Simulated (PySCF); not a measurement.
AgI, SMILES [Ag][I], multiplicity 1. Geometry: B3LYP-D3(BJ)/def2-TZVP. The multiplicity is an assumed one; other spin states were not compared. The def2 effective core potentials stand for the cores of Ag, I; spin–orbit coupling is left out.

All values below come from B3LYP-D3(BJ)/def2-TZVP in PySCF.

Harmonic wavenumbers (cm⁻¹): 192. Rotational constants (GHz): 1.289 (linear); symmetry number 1.

**Question.** Work out the zero-point energy and the ideal-gas rigid-rotor harmonic-oscillator thermochemistry at 298.15 K and 1 atm.

**Answer.** ZPE = ½ Σ hcν = ½ × 192 cm⁻¹ = 0.27 kcal/mol. H − E(el) = 2.71 kcal/mol. Entropy in cal/(mol K): translation 42.26, rotation 18.84, vibration 2.21, total 63.31. G − E(el) = -16.17 kcal/mol. Cp = 8.81 cal/(mol K).
